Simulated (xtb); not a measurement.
xtb input:

```bash
xtb mol.xyz --gfn 1 --sp --chrg 1 --uhf 0
```
mol.xyz:
```
11

C     -2.17040851     0.06427607    -0.14639857
C     -1.07614581     0.08127349     0.59716402
C      0.12335905    -0.80467037     0.29270768
C      1.22680525     0.00047175    -0.17509925
N      2.06692268     0.67802069    -0.54145599
H     -3.02237308     0.67771360     0.11468403
H     -2.27039896    -0.56509096    -1.02265473
H     -0.98700208     0.70756401     1.47582907
H     -0.09480565    -1.53563734    -0.49271734
H      0.47493293    -1.35447513     1.17396353
H      2.80952824     1.27567544    -0.86915573
```

### Question
What final total energy does it print?

### Answer
-14.33203 Eh (GFN1-xTB).

It need not be the lowest isomer of its formula.
